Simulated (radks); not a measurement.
Ionisation of the molybdenum ion Mo3+, [Kr] 4d3, to [Kr] 4d2 as the strength of local exchange is varied. Method: scalar-relativistic Kohn-Sham, Slater X-alpha exchange (alpha = 2/3 is LDA exchange), no correlation, spin-polarised, spherical densities, finite nucleus; open shells are filled with parallel spins first (spin-orbit coupling, left out, can overturn this in heavy ions); Fermi nuclear charge, rms radius 4.4091 fm; computed with a radial shooting solver on a logarithmic mesh with Libxc functionals.

| alpha | E(Mo3+) (hartree) | exchange (hartree) | IE (eV) | -e of the level emptied (eV) | <r> of it (bohr) |
|---|---|---|---|---|---|
| 0.667 | -4038.92024 | -114.58861 | 39.248 | 32.819 (4d) | 1.621 |
| 0.732 | -4050.11942 | -126.07953 | 40.605 | 34.107 (4d) | 1.595 |
| 0.766 | -4055.98893 | -132.11301 | 41.327 | 34.793 (4d) | 1.583 |
| 0.865 | -4073.12451 | -149.77039 | 43.470 | 36.838 (4d) | 1.547 |
| 0.965 | -4090.50101 | -167.74094 | 45.701 | 38.973 (4d) | 1.513 |
| 0.981 | -4093.28758 | -170.62879 | 46.063 | 39.321 (4d) | 1.508 |
| 0.991 | -4095.03007 | -172.43546 | 46.291 | 39.539 (4d) | 1.505 |
| 1.011 | -4098.51709 | -176.05285 | 46.748 | 39.978 (4d) | 1.498 |

NIST Atomic Spectra Database: 40.3 eV (semi-empirical). The Delta-SCF value meets it near alpha = 0.72. Open shells are spherical and high-spin; term and fine-structure splittings are not resolved.
